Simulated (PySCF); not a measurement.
**Radial density of Be²⁺ (beryllium, charge +2)**

MN15, 1s2, closed-shell 1S. Computed with PySCF 2.14 in dyall-av2z (11s7p2d, 42 functions), with no relativity, point nucleus.

| r (bohr) | 4πr²ρ (e/bohr) |
| --- | --- |
| 0.00566 | 0.01461 |
| 0.00952 | 0.04001 |
| 0.0160 | 0.1062 |
| 0.0269 | 0.2720 |
| 0.0453 | 0.6506 |
| 0.0762 | 1.405 |
| 0.128 | 2.565 |
| 0.216 | 3.653 |
| 0.362 | 3.520 |
| 0.610 | 1.680 |
| 1.03 | 0.2652 |
| 1.72 | 0.006781 |
| 2.90 | 2.638e-05 |
